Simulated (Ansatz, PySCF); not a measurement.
BCl2, SMILES Cl[B+]Cl, charge +1. Atoms are numbered in the order given.

```xyz
3

B      0.0000     0.0000     0.0000
Cl     0.0000     0.0000    -1.6135
Cl     0.0000     0.0000     1.6135
```
Charge +1, spin multiplicity 1.

Coordinates come from a B3LYP-D3(BJ)/def2-TZVP optimisation.

Two levels are set side by side: PBE-D3(BJ)/def2-TZVP (Ansatz, a first-principles code) and B3LYP-D3(BJ)/def2-TZVP (Ansatz). Each level has its own optimised geometry; the coordinates shown are those of the second. Frequencies come from the Hessian of PySCF at each geometry. Differences are taken from unrounded values.

```csv
quantity,B3LYP-D3(BJ),PBE-D3(BJ),PBE-D3(BJ) minus B3LYP-D3(BJ)
mean bond length (Å),1.613,1.619,0.006
bond B1–Cl2 (Å),1.613,1.619,0.006
bond B1–Cl3 (Å),1.613,1.619,0.006
highest harmonic wavenumber (cm⁻¹),1463,1454,-9
mean harmonic wavenumber (cm⁻¹),669,659,-10
zero-point energy (kcal/mol),3.83,3.77,-0.06
```

GGA bonds tend to be longer and softer than those of functionals with exact exchange. Differences between two approximate levels are no errors against the true value.
